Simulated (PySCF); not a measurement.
Work out the structure from these simulated measurements.

Elements present: C, H, O and Si. Monoisotopic mass: 132.0427 u.

- Rotational structure: rotational constants A, B, C: 2.458, 0.932, 0.692 GHz [GFN2-xTB]
- Polarisability: 110.7 au [PBE0/def2-SVPD]
- 1H NMR: chemical shifts (computed TMS as zero) by class: 4.96 (1 H), 4.23 (3 H), 4.22 (3 H), 3.73 (2 H), 1.44 (3 H) ppm [GIAO PBE0/pcSseg-1]
- Dipole: 1.78 D [PBE0/def2-SVPD]
- NMR, other nuclei: isotropic shieldings of nuclei other than C and H, by class: 140 (1 O), 427 (1 Si), 436 (1 Si) ppm [GIAO PBE0/pcSseg-1]
- UV, first state: lowest singlet excitation: 5.89 eV (211 nm, f = 0.274) [TDDFT PBE0/def2-SVPD]
- Triplet: lowest triplet excitation (Tamm–Dancoff): 3.86 eV [TDA PBE0/def2-SVPD]
- 13C NMR: chemical shifts (computed TMS as zero) by class: 179.6 (1 C), 96.1 (1 C), 64.4 (1 C), 17.1 (1 C) ppm [GIAO PBE0/pcSseg-1]

Gas-phase values; electronic properties from PySCF, density fitting. Levels stand in brackets. One conformer (not necessarily the lowest) at the GFN2-xTB geometry, without solvent, vibrations or thermal averaging. GFN2-xTB frequencies show an imaginary mode (54i cm⁻¹), so this geometry is no minimum at that level. Each NMR value is the plain mean over a class of atoms that symmetry, rotation or inversion makes alike.

Task: Which formula fits the mass and the elements?

Result: C4H12OSi2 (calculated 132.0427). No other formula that holds each of these elements comes within 0.0003 u with a fitting electron parity and a possible valence count.

Task: Give a SMILES that accounts for the data.

Result: Numbering: `[CH3:1][CH2:2][O:3]/[C:4]([SiH3:5])=[CH:6]/[SiH3:7]`. Its formula, C4H12OSi2, gives 1 degree of unsaturation: 0 rings and 1 π bond in the structure found. 4 carbons fall into 4 classes; from least to most shielded: vinylic carbon bearing oxygen [C4] (179.6 ppm), alkene CH carbon [C6] (96.1 ppm), sp3 carbon bound to oxygen [C2] (64.4 ppm), methyl carbon [C1] (17.1 ppm). Hydrogen classes from least to most shielded: 1 H on an alkene CH carbon, C6 (4.96 ppm), 3 H on an SiH3 silicon, Si5 (4.23 ppm), 3 H on an SiH3 silicon, Si7 (4.22 ppm), 2 H on an sp3 carbon bound to oxygen, C2 (3.73 ppm), 3 H on a methyl carbon, C1 (1.44 ppm). The other shieldings belong to: 140 ppm, ether oxygen [O3]; 427 ppm, SiH3 silicon [Si5]; 436 ppm, SiH3 silicon [Si7]. S1 is mainly HOMO→LUMO (weight 0.96); the largest Löwdin shares of the orbital it empties are 0.34 on the alkene CH carbon, 0.24 on the ether oxygen, 0.20 on the vinylic carbon bearing oxygen and 0.06 on an SiH3 silicon, of the orbital it fills 0.28 on the vinylic carbon bearing oxygen, 0.24 on the alkene CH carbon, 0.12 on an SiH3 silicon and 0.10 on the ether oxygen. The optimised geometry has point group Cs and is an asymmetric top. Structure: `CCO/C([SiH3])=C/[SiH3]`. Computed isomers that give other values at the same levels: `CCO[SiH]1C[SiH2]C1` (13C chemical shifts (computed TMS as zero) by class: 61.9 (1 C), 20.7 (1 C), 3.6 (2 C) ppm); `[SiH3]O[SiH2]CC1CC1` (13C chemical shifts (computed TMS as zero) by class: 24.2 (1 C), 7.8 (2 C), 5.5 (1 C) ppm); `C=CC[SiH2]CO[SiH3]` (13C chemical shifts (computed TMS as zero) by class: 143.0 (1 C), 121.1 (1 C), 53.1 (1 C), 19.4 (1 C) ppm). The assignments are read from this structure; whether some other isomer fits the data as well wasn't checked.

The values belong to the conformer `[CH3:1][CH2:2][O:3]/[C:4]([SiH3:5])=[CH:6]/[SiH3:7]`: C1–C2–O3–C4 180°, C2–O3–C4–Si5 180°.
